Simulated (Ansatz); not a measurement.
Compare A (`N=[CH][Al]([F])[SH]`) with its isomer B (`F[CH]1[NH][Al]1[SH]`).

Calculated with Ansatz (gas phase, PBE0-D4/def2-TZVP geometries, no zero-point term in ΔE). CCSD(T)/CBS adds triple-zeta CCSD(T) − MP2 to the extrapolated MP2 energy (def2 sets, frozen cores). Functionals use def2-TZVPP. B3LYP here is the variant with VWN-RPA as its local correlation; programs differ in this. One conformer a species, not always the lowest.

(1) Which is lower in electronic energy at CCSD(T)/CBS, and by how much? (Estimate.)

(2) Give E(B) − E(A) in kJ/mol with r2SCAN-D4, B3LYP, B2PLYP, ωB97M-V, CCSD(T)/def2-TZVPP, MP2/def2-TZVPP, HF/def2-TZVPP. (Best estimate.)

(3) Does the order hold for the free energy at 298.15 K (harmonic terms from PBE0-D4)? (Estimate.)

Largest T1 diagnostic: 0.014.

Results:

(1) Computed: A, by 256.4 kJ/mol.

(2) Computed: r2SCAN-D4 233.6, B3LYP 248.7, B2PLYP 253.4, ωB97M-V 245.3, CCSD(T)/def2-TZVPP 257.0, MP2/def2-TZVPP 254.7, HF/def2-TZVPP 283.5. None reverses the order clearly.

(3) Computed: Yes: G(B) − G(A) = +260.9 kJ/mol, for one conformer each.

From PBE to PBE0 (25 % exact exchange), in def2-TZVPP and without D4, E(B) − E(A) moves by +6.9 kJ/mol. Leaving LDA and LC-ωPBE aside and taking each functional with its dispersion term where it has one, the values, not all of them listed here, spread over 36.8 kJ/mol, from PBE-D4 to BHLYP-D4. LDA lies −28.4 kJ/mol from PBE without D4.
